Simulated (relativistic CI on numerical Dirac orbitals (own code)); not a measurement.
**Rh⁸⁺: sensitivity of the levels to the model**

Base calculation: Dirac-Coulomb-Breit CI, KLI orbitals optimised for each configuration, model QED (radiative potential, 1s self-energy scaled to tabulated hydrogen-like ionisation energies), unscaled Slater integrals.

CI space (outside the closed core [Ar] 3d10): 4s2.4p6.4d, 4s2.4p6.4f, 4s2.4p5.4d2, 4s2.4p6.5s, 4s2.4p6.5p, 4s.4p6.4d2, 4s2.4p5.4d.4f, 4s2.4p6.5d, 4s2.4p6.6s, 4s2.4p6.6p, 4s.4p6.4d.4f, 4s2.4p6.5f, 4s2.4p5.4d.5s, 4s2.4p6.5g, 4s2.4p6.6d, 4s2.4p6.7s, 4s2.4p5.4d.5p, 4s2.4p6.7p, 4s2.4p6.6f, 4s2.4p6.8s, 4s2.4p5.4d.5d, 4s.4p6.4d.5s, 4p6.4d3, 4p5.4d4, 4p5.4d3.4f, 4s.4p6.5s2, 4s.4p5.4f.5s2. Double excitations out of closed p, d and f shells are left out; levels of such configurations are missing from the list, as are those of other unlisted configurations, and high levels can miss mixing partners. These lack a partner that the ground configuration has and come out too high: 4s2.4p5.4d.5s, 4s2.4p5.4d.5p, 4s2.4p5.4d.5d.

Variants: (1) P86 correlation estimate; (2) configuration mixing switched off; (3) non-relativistic limit. Shifts of the energy above 4s2.4p6.4d 2D_3/2, in cm⁻¹, for the lowest level and the first level of each name with at least 55 % of one term (blank where a level changes its place among those of its configuration and J or its character, or is not in the variant):

```csv
Level,Base,Δ(1),Δ(2),Δ(3)
4s2.4p6.4d 2D_3/2,0,0,0,0
4s2.4p6.4d 2D_5/2,5299,0,+5,-5299
4s2.4p6.5s 2S_1/2,287327,+6889,-2192,+18717
4s2.4p5.4d2 4D°_1/2,376548,+1144,-7797,-9950
4s2.4p6.5p 2P°_1/2,378042,+7353,-3126,+15335
4s2.4p5.4d2 4D°_3/2,378245,+1125,-7665,-11647
4s2.4p5.4d2 4D°_5/2,381125,+1125,-7417,-14527
4s2.4p5.4d2 4D°_7/2,385811,+1130,-7111,-19213
4s2.4p6.5p 2P°_3/2,388002,+7357,-3156,+5375
4s2.4p5.4d2 4G°_11/2,394579,+1132,-5398,-12065
4s2.4p5.4d2 4G°_9/2,395254,+1130,-5750,-12740
4s2.4p5.4d2 4P°_5/2,398471,+1197,,-13406
4s2.4p5.4d2 4P°_3/2,403532,+1135,-7115,-18467
4s2.4p5.4d2 4P°_1/2,409291,+1125,-7075,-24226
4s2.4p5.4d2 2D°_5/2,411669,+1127,,
4s2.4p5.4d2 4F°_9/2,413929,+1124,-7231,-18308
4s2.4p5.4d2 2H°_11/2,421021,+1130,-5620,-8967
4s2.4p5.4d2 2P°_1/2,424328,+1121,-8224,-15408
4s2.4p5.4d2 2H°_9/2,436662,+1127,-6359,-24608
4s2.4p5.4d2 2G°_9/2,453201,+1126,-6672,-37023
4s2.4p5.4d2 2S°_1/2,469141,+1118,-8488,-24757
4s2.4p5.4d2 4S°_3/2,469756,+1120,-8066,-25363
```

At this charge configurations can still be misplaced by up to about 7 % of their energy.

Ionisation energy from the two ground configurations alone: base 134.17 eV; P86 correlation estimate 135.613 eV. The NIST ASD value (theoretical) is 135 eV.

LS names give the leading component of a level, which can be under half, so a name can repeat, a term be missing and a line seem to break the LS rules.
